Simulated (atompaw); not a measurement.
# Au: PAW (atompaw) pseudisation with PBE, scalar-relativistic reference atom.

| Item | Value |
| --- | --- |
| Element | Au |
| Generator | atompaw 4.2.0.5 |
| Type | PAW |
| Functional | PBE |
| Relativity | scalar-relativistic |
| Frozen core | [Xe] |
| Valence charge | 25 |
| Reference configuration | 4f14 5d10 6s0.5 6p0 (charge +0.5) |
| Partial waves | 6s (bound): rc 2.40 bohr; 6s channel at 2.1 Ry: rc 2.70 bohr; 6p (bound, empty): rc 2.70 bohr; 6p channel at 0.05 Ry: rc 2.70 bohr; 5d (bound): rc 2.70 bohr; 5d channel at 0.3 Ry: rc 1.90 bohr; 4f (bound): rc 0.45 bohr; 4f channel at -1.85 Ry: rc 0.45 bohr |
| Local potential | ultrasoft scheme with l = 4 at 0 Ry, radius 2.05 bohr |
| Core correction | smooth core density matched at 1.95 bohr |
| Augmentation charge | sinc compensation charge, radius 2.50 bohr; PAW radius 2.70 bohr; waves and projectors: custom rrkj gramschmidtortho |

All-electron outer shells of the reference configuration (PBE, scalar-relativistic, ld1.x):

| shell | level (eV) | outermost node (bohr) | outermost maximum (bohr) |
| --- | --- | --- | --- |
| 5s | -112.47 | 0.48 | 0.84 |
| 4f | -85.19 | – | 0.37 |
| 5p | -63.91 | 0.52 | 0.96 |
| 5d | -10.96 | 0.56 | 1.21 |
| 6s | -9.38 | 1.11 | 2.27 |
| 6p | -3.57 | 1.32 | 3.26 |

Results:

- Lowest eigenvalue of the overlap operator: 0.47 (d channel)
- Overlap eigenvalues printed by atompaw (projector basis): 0.101, 0.724, 1.05, 1.19, 2.01, 6.86, 8.71, 483
- Share of each valence orbital outside the PAW sphere: 6s 45 %, 6p 81 %, 5d 7 %, 4f 0 %

A Bessel basis up to 400 Ry misses an occupied level by 1.33 Ry, so cutoffs and ghosts were not judged.

Generation and tests took about 41 s on one core of a shared server CPU.
